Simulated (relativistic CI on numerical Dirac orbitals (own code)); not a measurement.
**Ir⁶¹⁺: sensitivity of the levels to the model**

Base calculation: Dirac-Coulomb-Breit CI, KLI orbitals optimised for each configuration, a model potential for QED, unscaled Slater integrals.

CI space (outside the closed core [Ne]): 3s2.3p4, 3s2.3p3.3d, 3s.3p5, 3p6, 3s.3p4.3d, 3s.3p3.3d2, 3p5.3d, 3s2.3p2.3d.4p, 3s.3p3.3d.4s, 3p5.4s, 3s2.3p3.4s, 3p5.4p, 3s2.3p2.3d2, 3s2.3p.3d3, 3s.3p2.3d3, 3s2.3p.3d2.4s, 3p4.3d2, 3p3.3d3, 3p3.3d2.4s, 3s2.3p2.3d.4s, 3s.3p2.3d2.4s, 3s2.3p.3d.4s2. Double excitations out of closed p, d and f shells are left out; levels of such configurations are missing from the list, as are those of other unlisted configurations, and high levels can miss mixing partners.

Variants: (1) valence Slater integrals scaled by 0.9; (2) QED terms removed; (3) Breit term removed. Shifts of the energy above 3s2.3p4 3P_2, in eV, for the lowest level and the first level of each name with at least 55 % of one term (blank where a level changes its place among those of its configuration and J or its character, or is not in the variant):

```json
{"Level": "3s2.3p4 3P_2", "Base": "0.000", "Δ(1)": "0.000", "Δ(2)": "0.000", "Δ(3)": "0.000"}
{"Level": "3s2.3p4 1S_0", "Base": "21.044", "Δ(1)": "-1.897", "Δ(2)": "+0.003", "Δ(3)": "-0.647"}
{"Level": "3s2.3p3.3d 3P°_0", "Base": "256.457", "Δ(1)": "+0.139", "Δ(2)": "+1.086", "Δ(3)": "+0.672"}
{"Level": "3s2.3p4 3P_1", "Base": "421.249", "Δ(1)": "+0.780", "Δ(2)": "-0.372", "Δ(3)": "+4.243"}
{"Level": "3s2.3p4 1D_2", "Base": "431.375", "Δ(1)": "-0.267", "Δ(2)": "-0.368", "Δ(3)": "+4.812"}
{"Level": "3s2.3p2.3d2 3P_0", "Base": "532.076", "Δ(1)": "-0.476", "Δ(2)": "+2.128", "Δ(3)": "+1.631"}
{"Level": "3s.3p5 3P°_2", "Base": "617.175", "Δ(1)": "+3.290", "Δ(2)": "+4.298", "Δ(3)": "+0.922"}
{"Level": "3s2.3p3.3d 3G°_5", "Base": "771.394", "Δ(1)": "+0.427", "Δ(2)": "+0.452", "Δ(3)": "+10.289"}
{"Level": "3s2.3p4 3P_0", "Base": "860.164", "Δ(1)": "+0.146", "Δ(2)": "-0.615", "Δ(3)": "+8.478"}
{"Level": "3s.3p4.3d 3P_0", "Base": "890.447", "Δ(1)": "+1.537", "Δ(2)": "+5.059", "Δ(3)": "+2.527"}
```

At this charge energies of transitions that change n are usually good to better than 1 %, and those within a shell (Δn = 0) to a few per cent.

Ionisation energy from the two ground configurations alone: base 6579.33 eV; Breit term removed 6586.12 eV. The NIST ASD value (theoretical) is 6580 eV.

LS names give the leading component of a level, which can be under half, so a name can repeat, a term be missing and a line seem to break the LS rules.
